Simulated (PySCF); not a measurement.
C4H10OSi, SMILES C1O[C@@H]([Si@@H]1C)C. Atoms are numbered in the order given.

```xyz
16

C     -1.5271     1.4755     0.4467
C     -1.0955     0.0346     0.3265
O     -1.0739    -0.3865    -1.0523
C      0.0788    -1.2328    -1.1416
Si     0.7294    -0.5153     0.4972
C      2.0023     0.8506     0.3367
H     -2.5216     1.6176    -0.0062
H     -1.5890     1.7756     1.5043
H     -0.8271     2.1522    -0.0670
H     -1.7873    -0.6113     0.9055
H      0.6309    -1.0425    -2.0771
H     -0.1942    -2.3058    -1.1193
H      1.1107    -1.4524     1.6025
H      2.0698     1.4415     1.2637
H      3.0011     0.4355     0.1292
H      1.7342     1.5292    -0.4871
```
Charge 0, spin multiplicity 1.

Coordinates come from a PBE0-D3(BJ)/def2-SVP optimisation. The structure was generated by enumeration; whether it is a known compound was not checked.

Computed with PBE0-D3(BJ)/def2-SVP run with PySCF.

Frequencies are harmonic and unscaled.

Q: Estimate the vibrational spectrum. (The exact figures need the calculation; the answer reports its results.)

A: 
| mode | ν (cm⁻¹) | IR (km/mol) | moving atoms (share of kinetic energy) |
|---|---|---|---|
| 1 | 64 | 4.9 | O 42 %, C 28 %, H 26 % |
| 2 | 130 | 0.1 | C 55 %, H 41 % |
| 3 | 164 | 0.2 | H 89 %, C 9 % |
| 4 | 203 | 0.2 | H 46 %, C 38 %, Si 13 % |
| 5 | 231 | 0.6 | H 92 % |
| 6 | 297 | 3.0 | H 33 %, C 30 %, Si 24 %, O 13 % |
| 7 | 419 | 1.2 | C 50 %, H 34 %, O 14 % |
| 8 | 490 | 15.3 | Si 34 %, C 27 %, O 22 %, H 17 % |
| 9 | 576 | 2.0 | H 55 %, C 38 % |
| 10 | 611 | 10.2 | H 73 %, C 21 % |
| 11 | 683 | 8.7 | C 44 %, H 42 %, Si 9 % |
| 12 | 705 | 12.8 | H 59 %, C 32 % |
| 13 | 759 | 18.6 | H 48 %, C 35 %, Si 15 % |
| 14 | 803 | 66.4 | H 58 %, Si 20 %, C 20 % |
| 15 | 831 | 37.9 | H 61 %, C 25 %, Si 13 % |
| 16 | 875 | 20.6 | H 40 %, O 32 %, C 27 % |
| 17 | 899 | 112.8 | H 75 %, C 14 %, Si 11 % |
| 18 | 988 | 9.5 | H 79 %, C 16 % |
| 19 | 1050 | 66.4 | C 43 %, O 35 %, H 21 % |
| 20 | 1098 | 84.8 | C 54 %, H 26 %, O 20 % |
| 21 | 1144 | 2.9 | C 57 %, H 42 % |
| 22 | 1185 | 5.8 | H 86 %, C 8 % |
| 23 | 1231 | 4.8 | H 68 %, C 24 %, O 8 % |
| 24 | 1257 | 5.4 | H 65 %, C 32 % |
| 25 | 1262 | 24.0 | H 73 %, C 25 % |
| 26 | 1340 | 3.5 | H 79 %, C 20 % |
| 27 | 1388 | 8.9 | H 70 %, C 30 % |
| 28 | 1424 | 5.6 | H 96 % |
| 29 | 1429 | 4.1 | H 96 % |
| 30 | 1448 | 5.1 | H 95 % |
| 31 | 1461 | 2.2 | H 93 % |
| 32 | 1474 | 4.4 | H 95 % |
| 33 | 2205 | 158.2 | H 97 % |
| 34 | 3000 | 43.6 | H 92 % |
| 35 | 3026 | 54.2 | H 94 % |
| 36 | 3049 | 19.2 | H 97 % |
| 37 | 3057 | 1.9 | H 97 % |
| 38 | 3105 | 20.3 | H 91 %, C 9 % |
| 39 | 3142 | 15.3 | H 91 %, C 9 % |
| 40 | 3154 | 15.8 | H 91 %, C 9 % |
| 41 | 3160 | 1.7 | H 91 %, C 9 % |
| 42 | 3168 | 1.9 | H 91 %, C 9 % |
